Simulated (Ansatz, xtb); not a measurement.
## Two isomers of C6H5Br

Structure X is `C#C/C=C(/Br)C=C`, a singlet and structure Y is `C#C/C=C(\Br)C=C`, a singlet. Both are isolated molecules in the gas phase, relaxed with B3LYP-D3(BJ)/def2-SVP; the shapes shown needn't be the lowest conformers.

X (Å):

```xyz
12

C     1.9364   -1.6200   -2.2969
C     1.5348   -1.2053   -1.2269
C     1.0501   -0.7627    0.0308
C     1.1690    0.5142    0.4811
C     1.8056    1.5924   -0.2599
C     1.9520    2.8669    0.1332
Br    0.4483    0.9100    2.2043
H     2.2914   -1.9841   -3.2424
H     0.5539   -1.5053    0.6621
H     2.1900    1.2793   -1.2360
H     2.4511    3.5923   -0.5130
H     1.5821    3.2167    1.0996
```

Y (Å):

```yaml
atoms:
  - { symbol: C, position_ang: [2.4258, -2.8015, -0.4057] }
  - { symbol: C, position_ang: [1.9152, -1.7115, -0.2370] }
  - { symbol: C, position_ang: [1.2842, -0.4659, -0.0147] }
  - { symbol: C, position_ang: [1.7084, 0.7500, -0.4461] }
  - { symbol: C, position_ang: [0.9750, 1.9743, -0.1570] }
  - { symbol: C, position_ang: [1.2967, 3.2225, -0.5290] }
  - { symbol: Br, position_ang: [3.3121, 0.8812, -1.4638] }
  - { symbol: H, position_ang: [2.8881, -3.7575, -0.5627] }
  - { symbol: H, position_ang: [0.3546, -0.4793, 0.5669] }
  - { symbol: H, position_ang: [0.0658, 1.8088, 0.4325] }
  - { symbol: H, position_ang: [0.6627, 4.0665, -0.2493] }
  - { symbol: H, position_ang: [2.1936, 3.4310, -1.1164] }
```

Quicker runs give these differences E(Y) − E(X): GFN2-xTB +0.53 kcal/mol; HF/STO-3G +0.13 kcal/mol (at GFN2-xTB geometries); r2SCAN-D4/def2-SVP +0.09 kcal/mol (at GFN2-xTB geometries).

Task: Estimate E(Y) − E(X) at the level CCSD(T)/def2-SVP + ΔMP2/def2-TZVPP.

Result: CCSD(T)/def2-SVP + ΔMP2/def2-TZVPP gives E(Y) − E(X) = +0.09 kcal/mol, slightly favouring structure X, which is too small a margin to settle the true order.

How the difference moves with the method:

```json
{"level": "GFN2-xTB", "geometry": "GFN2-xTB", "E(Y) − E(X) (kcal/mol)": "+0.53", "departure from the last row (kcal/mol)": "+0.44", "job, with rough time for the two": "optimisation, 0.27 s"}
{"level": "HF/STO-3G", "geometry": "GFN2-xTB", "E(Y) − E(X) (kcal/mol)": "+0.13", "departure from the last row (kcal/mol)": "+0.04", "job, with rough time for the two": "single point, 1.3 s"}
{"level": "r2SCAN-D4/def2-SVP", "geometry": "GFN2-xTB", "E(Y) − E(X) (kcal/mol)": "+0.09", "departure from the last row (kcal/mol)": "0.00", "job, with rough time for the two": "single point, 6.9 s"}
{"level": "B3LYP-D3(BJ)/def2-SVP", "geometry": "B3LYP-D3(BJ)/def2-SVP", "E(Y) − E(X) (kcal/mol)": "−0.04", "departure from the last row (kcal/mol)": "−0.13", "job, with rough time for the two": "optimisation, 1.9 min"}
{"level": "HF/def2-SVP", "geometry": "B3LYP-D3(BJ)/def2-SVP", "E(Y) − E(X) (kcal/mol)": "+0.35", "departure from the last row (kcal/mol)": "+0.26", "job, with rough time for the two": "part of the CCSD(T) run"}
{"level": "MP2/def2-SVP", "geometry": "B3LYP-D3(BJ)/def2-SVP", "E(Y) − E(X) (kcal/mol)": "−0.01", "departure from the last row (kcal/mol)": "−0.10", "job, with rough time for the two": "part of the CCSD(T) run"}
{"level": "CCSD(T)/def2-SVP", "geometry": "B3LYP-D3(BJ)/def2-SVP", "E(Y) − E(X) (kcal/mol)": "+0.15", "departure from the last row (kcal/mol)": "+0.06", "job, with rough time for the two": "single point"}
{"level": "CCSD(T)/def2-SVP + ΔMP2/def2-TZVPP", "geometry": "B3LYP-D3(BJ)/def2-SVP", "E(Y) − E(X) (kcal/mol)": "+0.09", "departure from the last row (kcal/mol)": "", "job, with rough time for the two": "single point, 3.2 min"}
```

As drawn, both hold the same kinds of bond in the same numbers.

The largest departure from CCSD(T)/def2-SVP + ΔMP2/def2-TZVPP is that of GFN2-xTB, 0.44 kcal/mol. The last row adds to CCSD(T) the change of the MP2 difference between the two basis sets, here −0.06 kcal/mol.

With thermal terms from frequencies at re-optimised GFN2-xTB minima (ideal gas, soft modes damped towards free rotors, one conformer each, 298.15 K, 1 atm): on the last row, ΔE + ΔZPE = +0.06, ΔH = +0.05, ΔG = +0.09 kcal/mol.

The correlated steps freeze 15 core orbitals; the filled d shell of Br is correlated, in a basis made for valence electrons. Programs: Ansatz 0.2.0, xtb 6.7.1; the last row on 2 threads of Intel(R) Xeon(R) Platinum 8488C (Sapphire Rapids) on a shared host.
